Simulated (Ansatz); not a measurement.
Calculated with Ansatz (gas phase, PBE0-D4/def2-TZVP geometries, no zero-point term in ΔE). CBS: MP2 limit from def2 TZ/QZ plus the TZ coupled-cluster correction, frozen cores. DFT in def2-TZVPP. B3LYP here is the variant with VWN-RPA as its local correlation; programs differ in this. HSE06 is defined as in plane-wave codes. For Ge outer-core shells are correlated without core-valence functions, which leaves a few kJ/mol of doubt a bond. Scalar relativity is left out up to krypton. One conformer a species, not always the lowest.

Consider the redistribution: `CCB(N)O` + `C[S][GeH3]` → `CCBO` + `NC[S][GeH3]`.

`CCB(N)O`:

Cartesian coordinates in Å:
```
C -0.096 -1.592 -0.875
C 0.572 -0.663 0.136
B -0.218 0.678 0.398
N 0.453 1.914 0.497
O -1.584 0.585 0.542
H 0.446 -2.536 -0.980
H -1.120 -1.823 -0.574
H -0.146 -1.130 -1.865
H 1.602 -0.451 -0.169
H 0.654 -1.184 1.100
H 0.010 2.794 0.698
H 1.448 1.986 0.385
H -2.022 1.422 0.708
```

`C[S][GeH3]`:

Z-matrix (Å, degrees):
```
C
S 1 1.813
H 1 1.090 2 106.7
H 1 1.090 2 111.3 3 118.5
H 1 1.090 2 111.3 3 -118.5
Ge 2 2.212 1 99.2 3 -180.0
H 6 1.533 2 106.6 1 179.9
H 6 1.540 2 109.9 1 59.8
H 6 1.540 2 109.9 1 -60.0
```

`CCBO`:

Cartesian coordinates in Å:
```
C -0.365 -1.399 -0.060
C 0.385 -0.131 0.346
B -0.323 1.202 -0.083
O 0.343 2.290 -0.538
H -0.417 -1.499 -1.147
H 0.116 -2.299 0.330
H -1.392 -1.382 0.313
H 1.424 -0.171 -0.005
H 0.450 -0.095 1.445
H -1.515 1.332 -0.003
H 1.293 2.153 -0.598
```

`NC[S][GeH3]`:

```xyz
11

N    -0.150   -1.405   -0.221
C    -0.487   -0.709    0.996
S     0.644    0.684    1.284
Ge    0.521    1.578   -0.749
H    -0.839   -2.114   -0.442
H     0.757   -1.848   -0.145
H    -0.429   -1.307    1.915
H    -1.507   -0.327    0.907
H    -0.946    1.570   -1.207
H     1.020    3.022   -0.569
H     1.414    0.858   -1.768
```

```csv
level,ΔE (kcal/mol),difference from CCSD(T)/CBS
LDA (SPW92),40.7,-0.4
revPBE-D4,39.2,-1.9
BLYP-D4,40.2,-0.9
r2SCAN-D4,41.9,0.8
B97M-V,41.9,0.8
PBE0-D4,40.8,-0.3
B3LYP-D4,41.1,0.0
r2SCANh-D4,42.1,1.0
r2SCAN0-D4,42.3,1.2
HSE06-D4,40.8,-0.3
BHLYP-D4,41.9,0.8
ωB97X-V,40.2,-0.9
ωB97M-V,41.0,-0.1
B2PLYP,41.6,0.5
PBE-QIDH,41.5,0.4
PBE,40.2,-0.9
BLYP,40.9,-0.2
r2SCAN,42.0,0.9
PBE0,41.1,0.0
B3LYP,41.7,0.6
r2SCANh,42.2,1.1
r2SCAN0,42.4,1.3
HSE06,41.1,0.0
BHLYP,42.4,1.3
CAM-B3LYP,42.0,0.9
LC-ωPBE,41.5,0.4
RPA@PBE/def2-TZVPP,39.0,-2.1
HF/def2-SVP,41.4,0.3
MP2/def2-SVP,40.4,-0.7
CCSD/def2-SVP,39.7,-1.4
CCSD(T)/def2-SVP,39.3,-1.8
HF/def2-TZVPP,42.3,1.2
MP2/def2-TZVPP,41.5,0.4
SCS-MP2/def2-TZVPP,40.8,-0.3
CCSD/def2-TZVPP,41.2,0.1
HF/def2-QZVPP,42.4,1.3
MP2/def2-QZVPP,41.7,0.6
SCS-MP2/def2-QZVPP,41.1,0.0
HF/CBS(def2),42.4,1.3
CCSD/CBS(def2),41.5,0.4
CCSD(T)/CBS,41.1,0
```

(1) What do rigid-rotor, harmonic-oscillator terms from PBE0-D4/def2-TZVP frequencies (298.15 K, 1 bar) make of the CCSD(T)/CBS value? (An estimate is asked.)

Largest T1 diagnostic among the species: 0.011.

Results:

(1) Computed: ΔZPE = -0.3 kcal/mol, ΔH = +40.6 kcal/mol, ΔS = -10 J/(mol·K), ΔG = +41.3 kcal/mol. Modes under 50 cm⁻¹ make the entropy rough.

At CCSD(T), def2-SVP lies −1.8 kcal/mol from the extrapolated value and def2-TZVPP −0.4 kcal/mol. From BLYP to BHLYP (50 % exact exchange), in def2-TZVPP and without D4, ΔE moves by +1.6 kcal/mol. Leaving LDA and LC-ωPBE aside and taking each functional with its dispersion term where it has one, the values spread over 3.1 kcal/mol, from revPBE-D4 to r2SCAN0-D4.
